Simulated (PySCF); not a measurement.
## Spin-rotation constants: `CC(C)OCC(=O)O`, C5H10O3

Geometry:
| atom | x (Å) | y (Å) | z (Å) |
| --- | --- | --- | --- |
| C1 | -1.506 | -1.010 | 0.892 |
| C2 | -0.747 | 0.057 | 0.102 |
| C3 | -1.697 | 0.902 | -0.740 |
| O4 | 0.182 | -0.538 | -0.803 |
| C5 | 1.423 | -0.866 | -0.258 |
| C6 | 2.318 | 0.324 | 0.067 |
| O7 | 3.269 | 0.263 | 0.799 |
| O8 | 1.955 | 1.440 | -0.562 |
| H9 | -2.212 | -0.536 | 1.569 |
| H10 | -0.824 | -1.621 | 1.479 |
| H11 | -2.049 | -1.656 | 0.207 |
| H12 | -0.207 | 0.710 | 0.804 |
| H13 | -1.131 | 1.650 | -1.288 |
| H14 | -2.426 | 1.396 | -0.105 |
| H15 | -2.212 | 0.266 | -1.454 |
| H16 | 1.344 | -1.482 | 0.650 |
| H17 | 1.944 | -1.457 | -1.020 |
| H18 | 2.567 | 2.164 | -0.352 |

Theory: PySCF 2.14.0, GIAO B97-2/pcSseg-1 magnetisability, rotational g tensor and spin-rotation constants, non-relativistic, gas phase. Geometry: GFN2-xTB.

(1) Give the nuclear spin-rotation constants along the inertial axes (H = +C I·J) beside the isotropic shieldings.

(2) How do the rotational constants and the g tensor change when H9, H10, H11, H12, H13, H14, H15, H16, H17, H18 are replaced by deuterium?

Results:

(1) Rotational constants 3.7261, 1.2138, 1.0576 GHz. A star marks the isotopologue with that one atom substituted, in its own axes.
```
atom  isotope  Caa (kHz)  Cbb (kHz)  Ccc (kHz)  mean (kHz)  σ (ppm)
  H9       1H     -0.258     -0.136     -0.027      -0.140     31.0
 H10       1H     -0.242     -0.018     -0.117      -0.126     30.2
 H11       1H     -0.214     -0.134     -0.037      -0.129     30.9
 H12       1H     -0.133     -0.135     -0.012      -0.093     28.4
 H13       1H     -0.226     -0.019     -0.116      -0.120     30.1
 H14       1H     -0.253     -0.133     -0.028      -0.138     30.9
 H15       1H     -0.228     -0.134     -0.025      -0.129     30.6
 H16       1H     -0.410      0.038     -0.077      -0.149     27.6
 H17       1H     -0.346     -0.121      0.046      -0.141     27.4
 H18       1H     -0.059     -0.067     -0.098      -0.075     25.6
  C1     13C*      0.586      0.168      0.151       0.302    165.5
  C2     13C*      0.896      0.305      0.204       0.468    111.3
  O4     17O*     -0.406     -0.132     -0.096      -0.211    271.7
  C5     13C*      0.695      0.279      0.255       0.410    116.9
  C6     13C*      1.238      0.621      0.305       0.721     11.9
  O7     17O*     -1.606     -0.673     -0.220      -0.833    -91.2
  O8     17O*     -1.129     -0.167     -0.233      -0.509    126.6
```
For the geometry as given, no vibrational averaging.

(2) Constants 3.0251, 1.0767, 0.9276 GHz; g -0.0147, -0.0090, -0.0052, against -0.0181, -0.0100, -0.0059 before.
